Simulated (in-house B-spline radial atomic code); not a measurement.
Response of Au+ as one setting changes: the share of exact exchange in a PBE hybrid. A dash marks a strongly mixed or unbound state. Computed with a B-spline radial code for spherical atoms: linear response of the closed shell [Xe] 4f14 5d10 with the functional's adiabatic kernel; scalar-relativistic (spin-free one-electron X2C), finite nucleus, no spin-orbit coupling, no double excitations, S, P, D and F terms only; shells from n = 3 respond. Only terms of natural parity with L up to 3 were computed.

Spin-orbit coupling is strong here, so these LS terms don't match observed levels.

| share of exact exchange in a PBE hybrid | lowest 1P (eV) | lowest 3P, Tamm-Dancoff (eV) | minus highest occupied level (eV) | α (bohr³) |
| --- | --- | --- | --- | --- |
| 0 | 5d → 6p 9.227 | 5d → 6p 8.109 | 15.310 | 14.45 |
| 0.1 | 5d → 6p 9.416 | 5d → 6p 8.285 | 15.944 | 14.13 |
| 0.2 | 5d → 6p 9.608 | 5d → 6p 8.462 | 16.585 | 13.82 |
| 0.3 | 5d → 6p 9.801 | 5d → 6p 8.642 | 17.233 | 13.52 |
| 0.4 | ? | ? | ? | ? |
| 0.5 | ? | ? | ? | ? |
| 0.6 | 5d → 6p 10.393 | 5d → 6p 9.195 | 19.214 | 12.69 |
| 0.7 | 5d → 6p 10.594 | 5d → 6p 9.384 | 19.888 | 12.43 |
| 0.8 | 5d → 6p 10.797 | 5d → 6p 9.575 | 20.568 | 12.18 |
| 0.9 | 5d → 6p 11.002 | 5d → 6p 9.768 | 21.254 | 11.94 |
| 1 | 5d → 6p 11.209 | 5d → 6p 9.963 | 21.947 | 11.71 |

Problem. What belongs in the row for 0.5?

Solution. lowest 1P (eV): 5d → 6p 10.194; lowest 3P, Tamm-Dancoff (eV): 5d → 6p 9.009; minus highest occupied level (eV): 18.547; α (bohr³): 12.96.

Problem. What belongs in the row for 0.4?

Solution. lowest 1P (eV): 5d → 6p 9.997; lowest 3P, Tamm-Dancoff (eV): 5d → 6p 8.825; minus highest occupied level (eV): 17.887; α (bohr³): 13.23.
